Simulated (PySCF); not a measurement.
A PySCF script (with the pyscf-properties extension) for the NMR shieldings of `CO[C@@H]1[C@H]([SiH3])[C@H]1CF`, C$_{5}$H$_{11}$FOSi, on a GFN2-xTB geometry:

```python
import basis_set_exchange as bse
import numpy as np
from pyscf import gto, dft
from pyscf.prop import nmr

atoms = """
C     2.521326   -0.120461   -0.509988
O     1.533773   -0.579597    0.382869
C     0.276577   -0.681804   -0.204583
C    -0.650214    0.508586   -0.238508
Si   -0.125702    2.167619    0.475707
C    -0.907483   -0.644128    0.701062
C    -2.070179   -1.580769    0.479168
F    -2.289222   -1.798438   -0.859806
H     3.460569   -0.126384    0.039279
H     2.602300   -0.782510   -1.380568
H     2.302777    0.896249   -0.855764
H     0.247395   -1.362482   -1.055696
H    -1.303569    0.538751   -1.103268
H     0.378453    2.998465   -0.623360
H    -1.309219    2.792177    1.074407
H     0.901204    1.991056    1.498343
H    -0.699478   -0.484506    1.751057
H    -1.880269   -2.562648    0.927826
H    -2.998840   -1.159927    0.882629
"""
names = dict.fromkeys(["C", "O", "Si", "F", "H"], "pcSseg-1")
basis = {el: gto.basis.parse(bse.get_basis(n, elements=[el], fmt="nwchem")) for el, n in names.items()}
mol = gto.M(atom=atoms, basis=basis, charge=0, verbose=0)
mf = dft.RKS(mol, xc="PBE0")
mf.grids.level = 2
mf.grids.alignment = dft.numint.BLKSIZE   # the property module wants whole blocks of grid points
mf.conv_tol = 1e-9
mf.kernel()

calc = nmr.RKS(mf)   # GIAO
C = mf.mo_coeff
Co = C[:, mf.mo_occ > 0]
resp = mf.gen_response(singlet=True, hermi=2)
def vind(x):   # induced exchange potential for any number of trial vectors
    d = np.einsum("pi,xij,qj->xpq", C, 2 * x.reshape(-1, C.shape[1], Co.shape[1]), Co, optimize=True)
    return np.einsum("xpq,pi,qj->xij", resp(d - d.transpose(0, 2, 1)), C, Co, optimize=True).ravel()
mo1, _ = nmr.rhf.solve_mo1(calc, with_cphf=vind)
sigma = calc.kernel(mo1)
for i, s in enumerate(sigma):   # ppm
    w = np.linalg.eigvalsh((s + s.T) / 2)
    print("%2d %-2s iso %8.1f  s11 %8.1f  s22 %8.1f  s33 %8.1f" % (i, mol.atom_pure_symbol(i), w.mean(), *w))
```

**Question.** What does it print?

**Answer.** 
```
 0 C  iso    126.0  s11     97.1  s22     98.7  s33    182.1
 1 O  iso    300.4  s11    263.4  s22    288.8  s33    349.0
 2 C  iso    124.0  s11     81.3  s22     99.2  s33    191.6
 3 C  iso    182.7  s11    152.7  s22    182.9  s33    212.6
 4 Si iso    426.4  s11    400.0  s22    411.0  s33    468.2
 5 C  iso    160.6  s11    136.1  s22    144.9  s33    200.9
 6 C  iso    104.1  s11     72.1  s22     86.3  s33    154.1
 7 F  iso    438.4  s11    403.9  s22    439.1  s33    472.2
 8 H  iso     28.0  s11     24.0  s22     25.0  s33     35.0
 9 H  iso     28.4  s11     24.5  s22     25.9  s33     34.8
10 H  iso     28.5  s11     23.7  s22     28.1  s33     33.6
11 H  iso     28.4  s11     22.1  s22     28.8  s33     34.3
12 H  iso     31.5  s11     24.5  s22     29.1  s33     40.8
13 H  iso     27.5  s11     23.7  s22     25.3  s33     33.4
14 H  iso     27.7  s11     23.6  s22     25.6  s33     33.7
15 H  iso     27.9  s11     24.0  s22     27.3  s33     32.5
16 H  iso     31.0  s11     25.0  s22     30.0  s33     38.0
17 H  iso     26.6  s11     22.0  s22     26.4  s33     31.3
18 H  iso     26.9  s11     22.0  s22     26.7  s33     31.9
```

These numbers come from an equivalent density-fitted implementation of the same equations, which agrees with the script to about 0.01 ppm for H and up to a few tenths of a ppm for heavy atoms, so last digits may differ.

**Question.** Turn these shieldings into chemical shifts. Referencing at the same level of theory: ¹³C (σref 186.93), ²⁹Si (σref 349.16), ¹H (σref 31.72) vs TMS; ¹⁷O (σref 336.08) vs H2O; CFCl3 for ¹⁹F (σref 170.95).

**Answer.** Averaging equivalent atoms: C 6: 82.8; C 2: 62.9; C 0: 60.9; C 5: 26.3; C 3: 4.2; O 1: 35.7; Si 4: -77.2; F 7: -267.5; H 17: 5.14; H 18: 4.85; H 13/14/15: 4.03; H 8/9/10: 3.45; H 11: 3.34; H 16: 0.72; H 12: 0.25 ppm. Unscaled 19F shifts against computed CFCl3 carry errors that often reach 10 to 50 ppm. Experimental scales use liquid or dissolved standards, which lie at an offset from isolated H2O (liquid H2O: subtract about 36 ppm).

Size and cost of the density-fitted run: 198 basis functions, 78 s wall time on 1 thread of an Arm Neoverse N1, shared host; peak memory 0.83 GiB.
